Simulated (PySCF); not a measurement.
Computed properties of trimethylsulfonium (C3H9S), SMILES C[S+](C)C, charge +1

trimethylsulfonium (C3H9S), SMILES C[S+](C)C, charge +1. Geometry optimised at B3LYP-D3(BJ)/def2-SVP. One conformer was computed; it need not be the lowest. All values are computed for the isolated molecule unless a solvent is named; none is compared with measurement here.

**Structure.** The optimised structure has C3v symmetry. All 33 harmonic modes at B3LYP-D3(BJ)/def2-SVP (PySCF) are real, so it is a minimum. With heavy atoms numbered as in [CH3:1][S+:2]([CH3:3])[CH3:4], the shortest bond between them is S2–C3 at 1.814 Å and the longest C1–S2 at 1.814 Å.

**Vibrations.** The strongest infrared lines (harmonic, unscaled, degenerate partners summed) lie at 1438 cm⁻¹ (52 km/mol, H 96 %), 1449 cm⁻¹ (48 km/mol, H 96 %), 3180 cm⁻¹ (31 km/mol, H 90 %, C 10 %). The softest mode is at 162 cm⁻¹ and the zero-point energy is 71.8 kcal/mol.

**Electronic structure.** B3LYP/def2-TZVP (PySCF) places the frontier levels at -14.02 and -5.00 eV, a gap of 9.02 eV and a mean polarisability of 53.2 bohr³. PBE/def2-TZVP (PySCF) at the same geometry gives -12.95 and -5.82 eV, so its gap is 1.89 eV narrower. An orbital gap is neither the optical nor the fundamental gap.

**Excitations.** TDDFT-PBE0/def2-SVPD (PySCF) has S1 at 8.20 eV (151 nm, f = 0.124, bright); the most intense of the 10 singlets computed lies at 8.20 eV (f = 0.12). Strengths of degenerate partners are summed. T1 (TDA) is at 6.94 eV. TDDFT-PBE/def2-SVPD (PySCF) puts S1 at 7.82 eV. No vertical singlet excitation falls in the visible range (under 3.1 eV).

**NMR.** GIAO shifts at PBE0/pcSseg-1 (PySCF) (non-relativistic, atoms alike by connectivity averaged): ¹³C at 34.0 ppm against TMS; ¹H at 3.2 ppm against TMS.

**Solvation.** SMD-PBE0/6-31G* (PySCF) gives -56.3 kcal/mol in water, -52.7 kcal/mol in tetrahydrofuran, -47.3 kcal/mol in diethylether (1 M in both phases, gas-phase geometry); of these solvents water holds the molecule best.
